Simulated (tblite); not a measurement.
A geometry optimisation, step by step.

Species: C₆H₁₀OSi.
SMILES with atom numbers: `[CH:1]#[C:2][C:3](=[O:4])[C:5]([CH3:6])([CH3:7])[SiH3:8]` (hydrogens: H9 on C1; H10, H11, H12 on C6; H13, H14, H15 on C7; H16, H17, H18 on Si8)

Computed with GFN2-xTB (tblite), gas phase: L-BFGS steps from a force-field or distance-geometry start until the largest atomic force falls under 0.01 eV/Å. 11 of its 54 geometries are shown.

Step 0: E = -643.5470 eV, largest atomic force 1.750 eV/Å
```
atom  x, y, z in Å  |  force x, y, z in eV/Å
C1      3.250    0.282    0.474   -1.010  -0.128  -0.543
C2      2.181    0.140   -0.090    1.045   0.113   1.221
C3      0.925   -0.044   -0.760   -0.571   0.191  -1.484
O4      0.921   -0.054   -1.998   -0.284  -0.050   1.726
C5     -0.364   -0.138    0.090    0.428  -0.663  -0.649
C6     -0.128   -0.985    1.349    0.217   0.093   0.386
C7     -1.446   -0.854   -0.761   -0.317   0.287   0.262
Si8    -0.920    1.660    0.527   -0.249   0.185   0.059
H9      4.187    0.415    0.958   -0.399  -0.060  -0.256
H10     0.284   -1.969    1.099   -0.105   0.179  -0.069
H11     0.577   -0.510    2.044   -0.119  -0.023  -0.244
H12    -1.060   -1.151    1.907    0.183   0.137  -0.295
H13    -2.386   -0.972   -0.185    0.560   0.153  -0.253
H14    -1.679   -0.310   -1.680    0.137   0.008   0.217
H15    -1.113   -1.848   -1.053    0.092   0.015   0.063
H16    -1.197    2.440   -0.695    0.100  -0.223   0.199
H17    -2.167    1.587    1.339    0.357  -0.084  -0.234
H18     0.127    2.317    1.329   -0.065  -0.128  -0.107
```

Step 5: E = -643.6628 eV, largest atomic force 0.446 eV/Å
```
atom  x, y, z in Å  |  force x, y, z in eV/Å
C1      3.236    0.281    0.467   -0.101  -0.004  -0.023
C2      2.159    0.139   -0.048   -0.228   0.017   0.174
C3      0.908   -0.035   -0.763   -0.092  -0.023   0.436
O4      0.901   -0.055   -1.970   -0.045   0.043  -0.331
C5     -0.350   -0.159    0.074   -0.071   0.099   0.078
C6     -0.117   -0.980    1.350    0.056   0.025  -0.019
C7     -1.442   -0.848   -0.757    0.043   0.019   0.013
Si8    -0.921    1.654    0.526    0.116  -0.155  -0.051
H9      4.167    0.411    0.943   -0.082  -0.026  -0.061
H10     0.280   -1.962    1.096    0.039  -0.029  -0.018
H11     0.580   -0.503    2.035    0.068   0.079  -0.058
H12    -1.052   -1.139    1.887   -0.002   0.104  -0.094
H13    -2.364   -0.960   -0.189    0.057   0.085   0.060
H14    -1.670   -0.303   -1.669    0.088   0.095  -0.001
H15    -1.110   -1.843   -1.048    0.042  -0.056  -0.017
H16    -1.190    2.425   -0.686    0.043  -0.082  -0.027
H17    -2.147    1.577    1.326    0.041  -0.118  -0.030
H18     0.123    2.306    1.321    0.027  -0.073  -0.033
```

Step 11: E = -643.6951 eV, largest atomic force 0.165 eV/Å
```
atom  x, y, z in Å  |  force x, y, z in eV/Å
C1      3.204    0.280    0.466    0.004   0.008   0.034
C2      2.109    0.146   -0.009   -0.003   0.012   0.003
C3      0.882   -0.032   -0.747    0.034   0.050  -0.153
O4      0.898   -0.037   -1.962   -0.051   0.032   0.136
C5     -0.361   -0.163    0.080    0.068  -0.029  -0.039
C6     -0.107   -0.976    1.351   -0.010   0.040  -0.035
C7     -1.441   -0.847   -0.756    0.022   0.023   0.009
Si8    -0.907    1.640    0.520   -0.014   0.003   0.003
H9      4.141    0.403    0.926    0.002  -0.004   0.017
H10     0.291   -1.960    1.095   -0.035   0.038   0.048
H11     0.599   -0.483    2.016   -0.015  -0.007  -0.017
H12    -1.051   -1.112    1.877    0.067  -0.026   0.075
H13    -2.357   -0.939   -0.177   -0.037  -0.017  -0.090
H14    -1.640   -0.282   -1.665   -0.029  -0.030   0.030
H15    -1.103   -1.843   -1.049   -0.079   0.041   0.019
H16    -1.173    2.396   -0.701    0.033  -0.045  -0.010
H17    -2.133    1.533    1.317    0.023  -0.047  -0.010
H18     0.142    2.282    1.314    0.019  -0.041  -0.020
```

Step 16: E = -643.7024 eV, largest atomic force 0.064 eV/Å
```
atom  x, y, z in Å  |  force x, y, z in eV/Å
C1      3.193    0.283    0.478    0.020   0.007   0.001
C2      2.101    0.157   -0.005    0.025   0.007  -0.037
C3      0.879   -0.020   -0.750   -0.024  -0.011   0.024
O4      0.892   -0.013   -1.963   -0.018   0.042  -0.005
C5     -0.361   -0.165    0.078   -0.031  -0.046   0.012
C6     -0.105   -0.968    1.351    0.031  -0.026   0.046
C7     -1.446   -0.842   -0.755   -0.034  -0.027  -0.044
Si8    -0.904    1.636    0.518    0.005  -0.024  -0.008
H9      4.134    0.399    0.931    0.004   0.002   0.046
H10     0.289   -1.954    1.108    0.008  -0.037  -0.018
H11     0.608   -0.474    2.005    0.046   0.041   0.019
H12    -1.034   -1.108    1.901   -0.013   0.034  -0.003
H13    -2.373   -0.935   -0.195   -0.004   0.043   0.021
H14    -1.637   -0.278   -1.663   -0.019   0.021  -0.046
H15    -1.123   -1.840   -1.048    0.004  -0.044  -0.007
H16    -1.156    2.372   -0.717    0.003   0.002   0.016
H17    -2.126    1.498    1.314    0.015   0.020  -0.006
H18     0.160    2.260    1.307   -0.016  -0.002  -0.010
```

Step 21: E = -643.7055 eV, largest atomic force 0.082 eV/Å
```
atom  x, y, z in Å  |  force x, y, z in eV/Å
C1      3.192    0.286    0.483   -0.012  -0.002  -0.006
C2      2.104    0.163   -0.011   -0.008  -0.017   0.015
C3      0.875   -0.017   -0.750    0.011  -0.005   0.033
O4      0.881    0.009   -1.962   -0.005   0.032  -0.075
C5     -0.362   -0.177    0.077    0.008   0.035   0.003
C6     -0.099   -0.970    1.357   -0.009  -0.001  -0.025
C7     -1.452   -0.845   -0.762    0.022   0.004   0.033
Si8    -0.900    1.626    0.515    0.011  -0.013  -0.007
H9      4.130    0.397    0.945   -0.023   0.004   0.014
H10     0.290   -1.959    1.114    0.007  -0.007   0.036
H11     0.620   -0.465    2.001   -0.005  -0.035  -0.040
H12    -1.026   -1.098    1.913    0.013   0.007   0.001
H13    -2.381   -0.923   -0.201    0.014   0.003   0.004
H14    -1.640   -0.277   -1.671    0.031  -0.034   0.019
H15    -1.135   -1.847   -1.050   -0.033  -0.009  -0.013
H16    -1.148    2.363   -0.720   -0.008   0.011  -0.001
H17    -2.120    1.490    1.312   -0.012   0.022   0.007
H18     0.164    2.250    1.301   -0.003   0.004   0.003
```

Step 26: E = -643.7076 eV, largest atomic force 0.066 eV/Å
```
atom  x, y, z in Å  |  force x, y, z in eV/Å
C1      3.187    0.287    0.486   -0.015  -0.009   0.014
C2      2.103    0.158   -0.014   -0.006  -0.019  -0.018
C3      0.874   -0.013   -0.755   -0.001   0.021  -0.063
O4      0.872    0.040   -1.968    0.014   0.009   0.059
C5     -0.360   -0.185    0.075    0.014  -0.028  -0.018
C6     -0.095   -0.973    1.356    0.016   0.006   0.002
C7     -1.452   -0.850   -0.760   -0.008  -0.005  -0.017
Si8    -0.898    1.619    0.511   -0.012   0.022   0.007
H9      4.117    0.399    0.963   -0.016   0.005   0.000
H10     0.292   -1.967    1.129   -0.030  -0.004  -0.023
H11     0.632   -0.467    1.987    0.024   0.004   0.021
H12    -1.018   -1.087    1.922    0.006  -0.009  -0.006
H13    -2.383   -0.911   -0.200   -0.005  -0.010   0.006
H14    -1.630   -0.285   -1.673    0.002   0.012  -0.012
H15    -1.155   -1.857   -1.052    0.013  -0.004   0.052
H16    -1.145    2.360   -0.721   -0.006  -0.001  -0.003
H17    -2.117    1.494    1.311    0.002   0.006  -0.006
H18     0.166    2.245    1.298    0.007   0.002   0.005
```

Step 32: E = -643.7092 eV, largest atomic force 0.059 eV/Å
```
atom  x, y, z in Å  |  force x, y, z in eV/Å
C1      3.176    0.284    0.495    0.011  -0.001   0.008
C2      2.101    0.148   -0.023    0.003  -0.001   0.015
C3      0.873   -0.008   -0.764   -0.021   0.007   0.019
O4      0.868    0.072   -1.974   -0.021  -0.001  -0.055
C5     -0.356   -0.189    0.071   -0.029   0.042   0.021
C6     -0.086   -0.973    1.354   -0.009  -0.011   0.004
C7     -1.453   -0.853   -0.759    0.004   0.001   0.017
Si8    -0.895    1.618    0.509    0.001   0.013   0.002
H9      4.100    0.401    0.980    0.027  -0.002   0.020
H10     0.282   -1.974    1.128    0.017  -0.005  -0.030
H11     0.650   -0.473    1.980    0.006  -0.014  -0.015
H12    -1.006   -1.079    1.926   -0.016   0.014   0.007
H13    -2.386   -0.903   -0.201    0.004   0.015  -0.003
H14    -1.621   -0.293   -1.677   -0.001  -0.034   0.001
H15    -1.163   -1.868   -1.032    0.014  -0.002   0.002
H16    -1.146    2.357   -0.724    0.004  -0.007   0.008
H17    -2.117    1.499    1.309    0.015  -0.008  -0.011
H18     0.169    2.241    1.297   -0.008  -0.005  -0.011
```

Step 37: E = -643.7104 eV, largest atomic force 0.020 eV/Å
```
atom  x, y, z in Å  |  force x, y, z in eV/Å
C1      3.170    0.280    0.504    0.001   0.004  -0.011
C2      2.102    0.141   -0.027    0.001   0.019   0.000
C3      0.871   -0.002   -0.769    0.006   0.005   0.016
O4      0.859    0.090   -1.978   -0.005  -0.006   0.018
C5     -0.356   -0.184    0.071    0.005  -0.002  -0.004
C6     -0.083   -0.974    1.350    0.001   0.007  -0.007
C7     -1.452   -0.856   -0.754    0.000   0.001  -0.007
Si8    -0.894    1.621    0.508   -0.001  -0.003  -0.003
H9      4.092    0.402    0.993   -0.011  -0.017   0.003
H10     0.277   -1.976    1.113   -0.014   0.006   0.004
H11     0.662   -0.484    1.972    0.005  -0.003  -0.008
H12    -1.001   -1.071    1.928    0.012  -0.016  -0.004
H13    -2.388   -0.895   -0.200    0.007  -0.003   0.008
H14    -1.617   -0.311   -1.680    0.005  -0.006  -0.017
H15    -1.159   -1.873   -1.011   -0.011  -0.006   0.008
H16    -1.147    2.357   -0.725    0.004   0.012  -0.011
H17    -2.115    1.501    1.306   -0.012  -0.005   0.013
H18     0.171    2.240    1.296    0.007   0.013   0.002
```

Step 42: E = -643.7109 eV, largest atomic force 0.020 eV/Å
```
atom  x, y, z in Å  |  force x, y, z in eV/Å
C1      3.168    0.279    0.505   -0.001   0.000   0.001
C2      2.101    0.146   -0.029   -0.009   0.014   0.004
C3      0.869    0.003   -0.768   -0.002   0.007  -0.019
O4      0.853    0.100   -1.978    0.016  -0.002  -0.002
C5     -0.357   -0.182    0.071    0.002  -0.008  -0.002
C6     -0.081   -0.974    1.347    0.001  -0.009   0.004
C7     -1.452   -0.857   -0.753    0.000  -0.006   0.003
Si8    -0.895    1.623    0.508   -0.006   0.004   0.003
H9      4.087    0.396    1.003    0.005  -0.011  -0.002
H10     0.272   -1.977    1.107    0.006  -0.009  -0.007
H11     0.671   -0.489    1.964    0.000   0.004   0.002
H12    -0.995   -1.070    1.930   -0.004   0.004   0.009
H13    -2.387   -0.890   -0.199   -0.008   0.007  -0.008
H14    -1.612   -0.322   -1.687    0.003  -0.001   0.009
H15    -1.162   -1.879   -0.999    0.002  -0.003   0.005
H16    -1.145    2.358   -0.728    0.001   0.001   0.011
H17    -2.115    1.499    1.307    0.008   0.004  -0.003
H18     0.173    2.243    1.293   -0.013   0.004  -0.007
```

Step 48: E = -643.7112 eV, largest atomic force 0.012 eV/Å
```
atom  x, y, z in Å  |  force x, y, z in eV/Å
C1      3.167    0.279    0.506   -0.001  -0.002   0.006
C2      2.098    0.155   -0.028    0.001   0.002  -0.001
C3      0.868    0.008   -0.770   -0.004  -0.007   0.009
O4      0.855    0.102   -1.979   -0.001   0.001  -0.005
C5     -0.357   -0.182    0.070   -0.006   0.005   0.002
C6     -0.080   -0.976    1.346    0.003   0.003  -0.002
C7     -1.452   -0.859   -0.752   -0.001   0.002  -0.001
Si8    -0.896    1.623    0.507    0.001   0.000   0.001
H9      4.085    0.386    1.006    0.007  -0.002  -0.003
H10     0.270   -1.979    1.102    0.004   0.003   0.006
H11     0.676   -0.491    1.961    0.003  -0.004   0.001
H12    -0.992   -1.070    1.933    0.003   0.002  -0.007
H13    -2.390   -0.885   -0.201    0.000   0.000  -0.004
H14    -1.608   -0.329   -1.688    0.004  -0.002  -0.004
H15    -1.164   -1.883   -0.990   -0.005   0.000   0.001
H16    -1.145    2.361   -0.727   -0.007  -0.002   0.001
H17    -2.115    1.500    1.308   -0.001   0.000  -0.001
H18     0.170    2.247    1.290   -0.001   0.001   0.003
```

Step 53: E = -643.7113 eV, largest atomic force 0.007 eV/Å
```
atom  x, y, z in Å  |  force x, y, z in eV/Å
C1      3.166    0.278    0.508    0.001  -0.002  -0.004
C2      2.098    0.158   -0.027    0.001  -0.005   0.000
C3      0.868    0.009   -0.769    0.004   0.004  -0.002
O4      0.855    0.102   -1.979    0.000  -0.001   0.004
C5     -0.357   -0.182    0.070    0.005  -0.002   0.001
C6     -0.078   -0.975    1.345   -0.001  -0.001   0.003
C7     -1.452   -0.859   -0.752    0.003   0.001   0.000
Si8    -0.897    1.623    0.508   -0.002  -0.001   0.000
H9      4.086    0.383    1.005   -0.003  -0.001  -0.002
H10     0.272   -1.979    1.103   -0.001   0.000  -0.003
H11     0.678   -0.493    1.960   -0.002   0.007  -0.001
H12    -0.990   -1.069    1.932   -0.001  -0.002   0.005
H13    -2.391   -0.884   -0.203    0.000   0.006  -0.002
H14    -1.606   -0.331   -1.690    0.002  -0.001  -0.001
H15    -1.165   -1.885   -0.988    0.000   0.000   0.001
H16    -1.147    2.361   -0.726   -0.005  -0.001  -0.002
H17    -2.115    1.500    1.308   -0.004  -0.001   0.003
H18     0.169    2.249    1.291    0.000   0.000   0.002
```

Task: Summarise the path.

Result: The energy falls by 15.85 kJ/mol from step 0 to step 53; nine tenths of that is first reached at step 11. It falls at every step. The largest force goes from 1.750 to 0.007 eV/Å. Among the bonds C3–C5 changes most, from 1.547 to 1.498 Å; the atoms move by 0.093 Å rms after alignment.

The cost below is that of the whole relaxation. The run took 0.65 s wall on one thread, Arm Neoverse N1 (aarch64), no GPU, shared host with 64 logical CPUs at a one-minute load of 58.
